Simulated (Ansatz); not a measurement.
Abridged output of a molecular run in Ansatz:

```
Functional definition: HF
2538 factors; integrals over basis functions are off by at most 1.6e-3 eV
mean field evaluation 1: about -10264.0099 eV, gradient 4.8e1 eV
mean field evaluation 2: about -10264.2436 eV, gradient 4.8e1 eV
mean field evaluation 4: about -10271.1284 eV, gradient 5.2e0 eV
mean field evaluation 8: about -10271.2210 eV, gradient 2.2e-1 eV
mean field evaluation 16: about -10270.9956 eV, gradient 6.5e-1 eV
mean field -10271.22120494 eV, -377.4604171976 hartree, gradient 5.9e-6 eV, S^2 0.000000; 0 other end points of the search recorded, 0 dependent functions left out
10 core orbitals not correlated: weight in the atoms' cores, before any rotation towards them, 1.000 or more for the frozen orbitals, at most 0.000 for the correlated occupied ones
reference -10271.22120494 eV, -377.4604171976 hartree; 30, 30 occupied and 205, 205 virtual orbitals, 2538 factors
second order -37.99217101 eV of doubles, -0.00000000 eV of singles
cycle   1  -40.39544633 eV  change    -2.4e0 eV  update   1.2e-1
cycle   2  -41.42901523 eV  change    -1.0e0 eV  update   3.5e-2
cycle   3  -41.57244311 eV  change   -1.4e-1 eV  update   1.3e-2
cycle   4  -41.57460267 eV  change   -2.2e-3 eV  update   3.3e-3
cycle   5  -41.57582269 eV  change   -1.2e-3 eV  update   1.2e-3
cycle   6  -41.57588909 eV  change   -6.6e-5 eV  update   3.5e-4
cycle   7  -41.57576636 eV  change    1.2e-4 eV  update   1.3e-4
cycle   8  -41.57575599 eV  change    1.0e-5 eV  update   4.5e-5
perturbative correction -1.29551089 eV, -0.0476091470 hartree
Total energy: -10314.09247181 eV, -379.0359071960 hartree
```

Its atoms:

Z-matrix (Å, degrees):
```
C
C 1 1.531
H 1 1.094 2 112.0
H 1 1.095 2 110.8 3 120.0
H 1 1.094 2 111.4 3 -120.6
B 2 1.580 1 110.4 3 60.7
C 2 1.531 1 110.3 3 -177.2
H 2 1.097 1 107.7 3 -60.0
C 6 1.580 2 120.0 1 60.9
C 6 1.580 2 120.0 1 -119.2
H 7 1.094 2 111.4 1 -62.3
H 7 1.095 2 110.8 1 57.2
H 7 1.094 2 112.0 1 177.2
C 9 1.531 6 110.1 2 118.4
C 9 1.530 6 110.4 2 -119.5
H 9 1.097 6 110.6 2 -0.5
C 10 1.531 6 110.2 2 61.4
C 10 1.531 6 110.4 2 -60.7
H 10 1.097 6 110.5 2 -179.7
H 14 1.094 9 111.3 6 59.9
H 14 1.095 9 110.8 6 179.4
H 14 1.094 9 112.0 6 -60.7
H 15 1.095 9 110.8 6 -179.1
H 15 1.094 9 112.0 6 60.9
H 15 1.094 9 111.3 6 -59.7
H 17 1.094 10 111.3 6 -59.9
H 17 1.094 10 112.0 6 60.6
H 17 1.095 10 110.8 6 -179.4
H 18 1.094 10 112.0 6 -60.7
H 18 1.094 10 111.4 6 59.9
H 18 1.095 10 110.8 6 179.3
```

Task: Which basis set was used?
A. def2-SVP
B. def2-SVPD
C. cc-pV(Q+d)Z
D. cc-pV(T+d)Z

Result: A. It gives 245 functions.

Task: Write the keys of the input that set method, charge and spin (a neutral closed shell needs none for the last two).

Result: 
```yaml
correlation: {method: ccsd_t}
```
